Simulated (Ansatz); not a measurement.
C₃H₇Al (`[CH3][Al]1[CH2][CH2]1`), charge 0, multiplicity 1.

(1) Give a relaxed structure at PBE0-D4/def2-TZVP (the Gaussian-basis code of Ansatz). (Estimate.)

Results:

(1) Computed: 
Z-matrix (Å, degrees):
```
C
Al 1 1.943
H 1 1.092 2 111.9
H 1 1.092 2 111.7 3 -122.3
H 1 1.095 2 109.4 3 119.0
C 2 1.905 1 155.2 3 154.7
C 2 1.905 1 155.4 3 -29.0
H 6 1.089 2 122.7 1 73.8
H 6 1.089 2 122.4 1 -77.8
H 7 1.089 2 122.4 1 -73.7
H 7 1.089 2 122.7 1 77.8
```
Point group Cs.
This is one stationary point; other conformers may exist.
